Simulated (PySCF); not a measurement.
Some computed properties have been withheld. Give your best values.

Compound: C4H4O3S.
Structure used (GFN2-xTB), in Å, numbered top down from 1:
```
atom  x, y, z in Å
O1    -2.609    0.508    0.943
S2    -1.473    0.520    0.069
O3    -0.852    1.765   -0.253
O4    -1.976   -0.165   -1.321
C5    -0.253   -0.639    0.600
C6     0.993   -0.361    0.312
C7     2.419   -0.559    0.277
C8     1.942    0.544   -0.285
H9    -2.901   -0.398   -1.228
H10   -0.614   -1.502    1.122
H11    3.244   -1.176    0.539
H12    2.081    1.462   -0.801
```

```csv
property,level,value
point group of the GFN2-xTB geometry,GFN2-xTB,?
"rotational constants A, B, C of the GFN2-xTB geometry",GFN2-xTB,"4.264, 1.188, 1.143 GHz"
dipole moment,PBE0/def2-SVPD,5.34 D
HOMO energy,PBE0/def2-SVPD,-7.37 eV
LUMO energy,PBE0/def2-SVPD,?
lowest singlet excitation,TDDFT PBE0/def2-SVPD,"4.83 eV (257 nm, f = 0.012)"
strongest line among the 6 lowest singlet transitions,TDDFT PBE0/def2-SVPD,?
lowest triplet excitation (Tamm–Dancoff),TDA PBE0/def2-SVPD,3.72 eV
static isotropic polarisability,PBE0/def2-SVPD,74.4 au
electronic spatial extent ⟨r²⟩ about the centre of nuclear charge,PBE0/def2-SVPD,1056 bohr²
13C chemical shifts (computed TMS as zero) by class,GIAO PBE0/pcSseg-1,"149.7 (C8), 137.1 (C7), 130.5 (C6), 92.0 (C5) ppm"
1H chemical shifts (computed TMS as zero) by class,GIAO PBE0/pcSseg-1,?
"isotropic shieldings of nuclei other than C and H, by class",GIAO PBE0/pcSseg-1,"104 (O1/O3), 112 (O4), 183 (S2) ppm"
```

Gas-phase values; electronic properties from PySCF, density fitting. Geometry: GFN2-xTB, one conformer, isolated molecule. NMR classes are plain means over equivalent atoms (diastereotopic ones count apart unless rotation or inversion swaps them), as if these changed places fast; in this geometry the members of some classes differ.

Problem. The 1H chemical shifts (computed TMS as zero) by class?

Solution. 8.91 (H12), 8.08 (H11), 5.44 (H10), 4.65 (H9) ppm.

Problem. The point group of the GFN2-xTB geometry?

Solution. C1.

Problem. What is the strongest line among the 6 lowest singlet transitions?

Solution. S4 at 6.58 eV (188 nm, f = 0.203).

Problem. What is the LUMO energy?

Solution. -1.44 eV.

The 6 singlets span 4.83 to 6.93 eV, and their oscillator strengths add up to 0.42. The largest Löwdin shares of the HOMO are 0.38 on C5, 0.21 on C6, 0.11 on C7 and 0.10 on C8. The dipole equals about 17.8 × 10⁻³⁰ C·m (1 D = 3.33564 × 10⁻³⁰ C·m). The vertical singlet–triplet gap S1 − T1 is 1.11 eV (TDDFT singlet less Tamm–Dancoff triplet; S1: HOMO→LUMO, weight 0.99; T1: HOMO→LUMO, weight 0.92). The rotational constants make it an asymmetric top with κ = (2B − A − C)/(A − C) = -0.97, nearer the prolate limit (−1). A dipole of 5.34 D is allowed in C1, and pure rotational transitions are dipole-allowed.

For the NMR shielding job (PBE0/pcSseg-1), hardware: Arm Neoverse V1, one thread, no GPU, shared host. Cost: 20 s of wall time, 0.75 GiB resident at most.
